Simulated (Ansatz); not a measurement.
One change: `C[SiH](F)C=N` becomes `C[SiH](F)[SiH2]N`.

Ansatz, PBE0-D4/def2-TZVP geometries, multiplicity 1. Each molecule was computed in one conformer, which needn't be the lowest.

```
                                        property  `C[SiH](F)C=N`
             HOMO–LUMO gap (PBE/def2-TZVPP) / eV            3.69
  size of the dipole moment (PBE/def2-TZVPP) / D            2.58
             LUMO energy (B3LYP/def2-TZVPP) / eV           -1.29
              LUMO energy (PBE0/def2-TZVPP) / eV           -1.05
size of the dipole moment (B3LYP/def2-TZVPP) / D            2.70
           HOMO energy (ωB97M-V/def2-TZVPP) / eV           -9.59
```

Problem. What does the change do to each property? (An estimate is asked.)

Solution. Ansatz gave: 
```json
{"property": "HOMO–LUMO gap (PBE/def2-TZVPP) / eV", "`C[SiH](F)[SiH2]N`": "4.70", "shift": "1.01"}
{"property": "size of the dipole moment (PBE/def2-TZVPP) / D", "`C[SiH](F)[SiH2]N`": "2.70", "shift": "0.12"}
{"property": "LUMO energy (B3LYP/def2-TZVPP) / eV", "`C[SiH](F)[SiH2]N`": "-0.61", "shift": "0.68"}
{"property": "LUMO energy (PBE0/def2-TZVPP) / eV", "`C[SiH](F)[SiH2]N`": "-0.41", "shift": "0.64"}
{"property": "size of the dipole moment (B3LYP/def2-TZVPP) / D", "`C[SiH](F)[SiH2]N`": "2.71", "shift": "0.01"}
{"property": "HOMO energy (ωB97M-V/def2-TZVPP) / eV", "`C[SiH](F)[SiH2]N`": "-9.44", "shift": "0.15"}
```

Dipoles are sizes alone; their direction can turn.

B3LYP here is the variant with VWN-RPA as its local correlation; programs differ in this.
